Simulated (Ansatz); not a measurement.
Geometry optimisation, Ansatz 0.2.0, UKS PBE/def2-SVP.

Input:

```yaml
crystal:
  periodic: [false, false, false]
  atoms:
    - { symbol: H, position_ang: [0.4521, -0.8087, -0.6494] }
    - { symbol: Se, position_ang: [2.3913, -0.7923, -1.1063] }
    - { symbol: O, position_ang: [-0.7674, -0.7915, -0.3188] }
    - { symbol: C, position_ang: [-1.0786, 0.3708, 0.3521] }
    - { symbol: H, position_ang: [2.6098, -0.0227, 0.1033] }
    - { symbol: H, position_ang: [-2.1585, 0.3262, 0.5291] }
    - { symbol: H, position_ang: [-0.871, 1.2736, -0.237] }
    - { symbol: H, position_ang: [-0.5777, 0.4447, 1.3271] }
magnetization:
  spin_polarized: true
  initial_magnetization: 1
basis:
  gaussian: { orbitals: def2-SVP }
hamiltonian:
  xc: pbe
relax:
  f_tol: 0.15
  max_steps: 25
  restrain:
    - { distance: [0, 2], at: 0.97, k: 30.0 }
    - { distance: [1, 0], at: 2.81, k: 30.0 }
```

Run as:

```bash
$ ansatz run input.yaml --threads 2 --pin off --max-ram 3072MiB --backend cpu --events-out ev --progress --plain --runs-dir out
```

Where does it end, and by what steps?

The forces met the threshold. The restraints hold the end off the free minimum. After 5 steps the energy has fallen by 0.639 eV (the restraints' own energy left out); H1 moved furthest, 0.53 Å. Joined: H1–O3.

| step | energy less start (eV) | largest force component (eV/Å) | accepted |
| --- | --- | --- | --- |
| 0 | 0.0000 | 3.196 | yes |
| 1 | -0.5479 | 2.282 | yes |
| 2 | -0.4856 | 3.935 | yes |
| 3 | -0.6204 | 0.549 | yes |
| 4 | -0.6316 | 0.265 | yes |
| 5 | -0.6388 | 0.316 | yes |

```xyz
8
Properties=species:S:1:pos:R:3
H -0.056 -0.839 -0.782
Se 2.739 -0.773 -1.012
O -0.954 -0.845 -0.401
C -1.109 0.350 0.327
H 2.899 0.030 0.230
H -2.121 0.350 0.781
H -1.024 1.267 -0.308
H -0.374 0.459 1.164
```

Run time: 17 s on 2 threads of Intel(R) Xeon(R) 6975P-C (Granite Rapids), with other jobs on the host, peak memory 0.2 GiB.
